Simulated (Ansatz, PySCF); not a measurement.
H2NbO2, SMILES [Nb]([OH])[OH] (connectivity only; charge and spin as stated), neutral, multiplicity 4. Atoms are numbered in the order given.

```xyz
5

Nb     0.0000     0.0000     0.0000
O      0.0000     0.0000     1.8854
H      0.0000     0.0000     2.8381
O      0.0000     0.0000    -1.8854
H      0.0000     0.0000    -2.8381
```
Charge 0, spin multiplicity 4.

The structure is a stationary point at PBE0-D3(BJ)/def2-TZVP. The spin state was assumed, not searched. The def2 effective core potentials stand for the cores of Nb; spin–orbit coupling is left out. One conformer was computed; it need not be the lowest.

Two levels are set side by side: PBE-D3(BJ)/def2-TZVP (Ansatz, a first-principles code) and PBE0-D3(BJ)/def2-TZVP (Ansatz). Each level has its own optimised geometry; the coordinates shown are those of the second. Frequencies come from the Hessian of PySCF at each geometry. Differences are taken from unrounded values.

```tsv
quantity	PBE0-D3(BJ)
mean bond length (Å)	1.419
bond Nb1–O2 (Å)	1.885
bond Nb1–O4 (Å)	1.885
bond O2–H3 (Å)	0.953
bond O4–H5 (Å)	0.953
highest harmonic wavenumber (cm⁻¹)	3997
mean harmonic wavenumber (cm⁻¹)	1131
zero-point energy (kcal/mol)	16.17
```

Q: What does PBE-D3(BJ) give, and how far is it from PBE0-D3(BJ)? (Estimate from the structure and the level; the computed values follow.)

A: 
```tsv
quantity	PBE-D3(BJ)	PBE-D3(BJ) minus PBE0-D3(BJ)
mean bond length (Å)	1.429	0.010
bond Nb1–O2 (Å)	1.894	0.008
bond Nb1–O4 (Å)	1.894	0.008
bond O2–H3 (Å)	0.964	0.011
bond O4–H5 (Å)	0.964	0.011
highest harmonic wavenumber (cm⁻¹)	3839	-158
mean harmonic wavenumber (cm⁻¹)	1080	-51
zero-point energy (kcal/mol)	15.44	-0.73
```

Exact exchange shortens and stiffens bonds; PBE has none. Differences between two approximate levels are no errors against the true value.
